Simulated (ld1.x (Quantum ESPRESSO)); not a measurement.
Which change was made? (Pd, TM)

```json
{
 "Element": "palladium",
 "Generator": "ld1.x (Quantum ESPRESSO) 7.5",
 "Type": "norm-conserving Troullier–Martins (Kleinman–Bylander form)",
 "Functional": "LDA (PZ)",
 "Relativity": "scalar-relativistic",
 "Frozen core": "[Kr]",
 "Valence charge": "10",
 "Reference configuration": "4d8 5s0 5p0 (charge +2)",
 "Partial waves": "5p (bound, empty): rc 3.00 bohr; 4d (bound): rc 1.60 bohr; 5s (bound, empty): rc 2.45 bohr",
 "Local potential": "the s channel",
 "Core correction": "Bessel-smoothed model core inside 1.10 bohr"
}
```

Cutoffs, loose and tight: the cutoffs (Ry, on a coarse ladder) from which the occupation-weighted sum of valence levels, in a spherical-Bessel basis at the reference potential, stays within 10 and 1 mRy of its value at 400 Ry. They do not see the model core or the augmentation charge, which bear on the density cutoff. Test errors are all-electron minus pseudo excitation energies from the reference, over the configurations 4d10 5s0 5p0; 4d9 5s0 5p0; 4d7 5s0 5p0; 4d9.5 5s0 5p0; 4d9 5s1 5p0; 4d9 5s0 5p1; 4d8 5s1 5p0 (two spin-polarised tests are not counted in the largest error); variants that change the core or the reference have their own tests. The largest error is taken over the tests solved by every variant that gives reliable tests at all, those not shown here included: 4d10 5s0 5p0; 4d7 5s0 5p0; 4d8 5s1 5p0; 4d9 5s0 5p0; 4d9 5s0 5p1; 4d9 5s1 5p0; 4d9.5 5s0 5p0.

The base gives: outcome: generated; cutoff, loose: 70 Ry; cutoff, tight: 90 Ry; bound ghosts: none; largest test error (meV): -398.

Task: After one change the result is: outcome: generated; cutoff, loose: 50 Ry; cutoff, tight: 70 Ry; bound ghosts: none; largest test error (meV): -382. Which change was it?
A. wave 4d (bound): rc 1.60 bohr becomes 4d (bound): rc 2.12 bohr
B. wave 4d (bound): rc 1.60 bohr becomes 4d (bound): rc 1.78 bohr
C. wave 4d (bound): rc 1.60 bohr becomes 4d (bound): rc 1.08 bohr

Result: A. The others give: wave 4d (bound): rc 1.60 bohr becomes 4d (bound): rc 1.78 bohr → outcome: generated; cutoff, loose: 60 Ry; cutoff, tight: 90 Ry; bound ghosts: none; largest test error (meV): -395 | wave 4d (bound): rc 1.60 bohr becomes 4d (bound): rc 1.08 bohr → outcome: generated; cutoff, loose: 90 Ry; cutoff, tight: 140 Ry; bound ghosts: none; largest test error (meV): -401.
